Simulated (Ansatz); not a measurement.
Input file for `[CH3][In-]([OH2+])([Cl])[Cl]`:

```yaml
crystal:
  periodic: [false, false, false]
  atoms:
    - {symbol: C, position_ang: [-1.776920, -0.407296, 0.470924]}
    - {symbol: In, position_ang: [-0.082463, 0.475740, -0.459985]}
    - {symbol: O, position_ang: [1.903046, -0.465965, 0.343037]}
    - {symbol: Cl, position_ang: [0.679557, -0.104743, -2.617596]}
    - {symbol: Cl, position_ang: [0.814478, 2.561376, 0.189124]}
    - {symbol: H, position_ang: [-2.550257, 0.347842, 0.605573]}
    - {symbol: H, position_ang: [-1.480345, -0.796191, 1.444791]}
    - {symbol: H, position_ang: [-2.154643, -1.217297, -0.150813]}
    - {symbol: H, position_ang: [2.339869, -0.756539, -0.469442]}
    - {symbol: H, position_ang: [2.390678, 0.311972, 0.647287]}
basis:
  gaussian: {orbitals: def2-SVP}
correlation: {method: ccsd_t}
```

```sh
$ ansatz run in.yaml --threads 4 --pin off --events-out ev --progress --plain --max-ram 10444MiB
```

The program prints (abridged):

```
Functional definition: HF
1192 factors; integrals over basis functions are off by at most 1.1e-3 eV
mean field evaluation 1: about -33293.1465 eV, gradient 3.5e1 eV
mean field evaluation 2: about -33293.1662 eV, gradient 3.5e1 eV
mean field evaluation 4: about -33296.0612 eV, gradient 2.8e0 eV
mean field evaluation 8: about -33296.0883 eV, gradient 1.1e-4 eV
mean field -33296.08834928 eV, -1223.6086779369 hartree, gradient 2.0e-6 eV, S^2 0.000000; 0 other end points of the search recorded, 0 dependent functions left out
16 core orbitals not correlated: weight in the atoms' cores, before any rotation towards them, 1.000 or more for the frozen orbitals, at most 0.000 for the correlated occupied ones
reference -33296.08834928 eV, -1223.6086779369 hartree; 21, 21 occupied and 78, 78 virtual orbitals, 1192 factors
second order -18.98415061 eV of doubles, -0.00000000 eV of singles
cycle   1  -19.89496822 eV  change   -9.1e-1 eV  update   8.6e-2
cycle   2  -20.31340569 eV  change   -4.2e-1 eV  update   2.5e-2
cycle   3  -20.39051514 eV  change   -7.7e-2 eV  update   1.1e-2
cycle   4  -20.38871364 eV  change    1.8e-3 eV  update   2.5e-3
cycle   5  -20.38782921 eV  change    8.8e-4 eV  update   7.7e-4
cycle   6  -20.38770479 eV  change    1.2e-4 eV  update   2.2e-4
cycle   7  -20.38765060 eV  change    5.4e-5 eV  update   6.7e-5
cycle   8  -20.38766036 eV  change   -9.8e-6 eV  update   2.2e-5
perturbative correction -0.46343208 eV, -0.0170308150 hartree
Total energy: -33316.93944172 eV, -1224.3749414507 hartree
```

Hardware: 4 threads of an Intel Xeon on a shared host. Wall time 27 s, peak host memory 0.63 GiB.

Correlation energy per correlated electron: -0.496 eV. T1 diagnostic: 0.0090.
